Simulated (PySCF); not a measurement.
CH9FN2Si2, SMILES N[SiH2]N[SiH2]CF.

Geometry: B3LYP-D3(BJ)/def2-SVP. This is a generated structure with no PubChem entry under its InChIKey; it may be hypothetical. One conformer was computed; it need not be the lowest.

Two levels are set side by side: TDA-PBE/def2-SVPD (PySCF) and TDA-B3LYP/def2-SVPD (PySCF). Vertical, same geometry. The lowest singlet is HOMO→LUMO 99 % with PBE and HOMO→LUMO 92 % with the other functional; states are paired by order. Differences are taken from unrounded values.

```
quantity                               TDA-B3LYP
-------------------------------------  ---------
lowest singlet excitation (eV)              6.05
lowest triplet excitation (TDA) (eV)        5.75
first bright state (f over 0.05) (eV)       6.83
its oscillator strength                     0.08
```

Task: What does TDA-PBE give, and how far is it from TDA-B3LYP? (An estimate is asked for; the answer gives what the named calculation found.)

Result: 
```json
[
 {"quantity": "lowest singlet excitation (eV)", "TDA-PBE": "5.42", "TDA-PBE minus TDA-B3LYP": "-0.62"},
 {"quantity": "lowest triplet excitation (TDA) (eV)", "TDA-PBE": "5.18", "TDA-PBE minus TDA-B3LYP": "-0.57"},
 {"quantity": "first bright state (f over 0.05) (eV)", "TDA-PBE": "5.77", "TDA-PBE minus TDA-B3LYP": "-1.07"},
 {"quantity": "its oscillator strength", "TDA-PBE": "0.05", "TDA-PBE minus TDA-B3LYP": "-0.03"}
]
```

Functionals without exact exchange tend to place singlet excitations lower, as here. Differences between two approximate levels are no errors against the true value.

Rough cost on one machine, each run with all the roots and properties that it gave: TDA-B3LYP against TDA-PBE about 2 times.
